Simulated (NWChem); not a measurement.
Ionisation of H4O4Si

```xyz
9

O      0.9049     1.0673     0.8710
Si     0.0000     0.0000     0.0000
O     -1.0673     0.9050    -0.8710
O      1.0673    -0.9050    -0.8710
O     -0.9049    -1.0673     0.8710
H      0.4399     1.8589     1.1569
H     -1.8589     0.4399    -1.1570
H      1.8589    -0.4399    -1.1570
H     -0.4399    -1.8589     1.1569
```
Charge 0, spin multiplicity 1.

Everything below was run with NWChem. All single points use one geometry, from PBE0/def2-SVP, a minimum by its harmonic frequencies. It is one conformer; others weren't searched.

Basis set: def2-TZVP. −ε marks an orbital energy of the parent.

B3LYP has NWChem's definition, with VWN1-RPA local correlation. The structure started from a generated list of species.

**Question.** One of these methods gave a first vertical ionisation energy of 7.57 eV. Which?
A. −ε(HOMO) of B3LYP
B. −ε(HOMO) of LDA (SVWN5)
C. −ε(HOMO) of r2SCAN
D. −ε(HOMO) of PBE

**Answer.** B, −ε(HOMO) of LDA (SVWN5). The others give 7.36 (−ε(HOMO) of PBE), 7.77 (−ε(HOMO) of r2SCAN), 8.86 (−ε(HOMO) of B3LYP).
